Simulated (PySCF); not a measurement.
**Electron correlation in V (vanadium, neutral)**

[Ar] 3d3 4s1 4p1, one real determinant (an excited configuration). Computed with PySCF 2.14 in def2-QZVPPD (11s6p5d3f2g, 93 functions), with the non-relativistic Hamiltonian (point nucleus). Frozen: [Ar]; 5 electrons correlated.

MP2 pair energies summed by pair of shells (mhartree):

```
 pair  energy  share (%)
3d-3d  -20.29       59.6
3d-4s   -7.42       21.8
3d-4p   -4.49       13.2
4s-4p   -1.83        5.4
```

Total MP2 correlation energy: -34.02 mhartree.

Same-spin part -34.02 and opposite-spin part 0.00 mhartree; SCS-MP2 scales them by 1/3 and 6/5 to -11.34 mhartree.

The reference is one real determinant that mixes LS terms of this configuration.
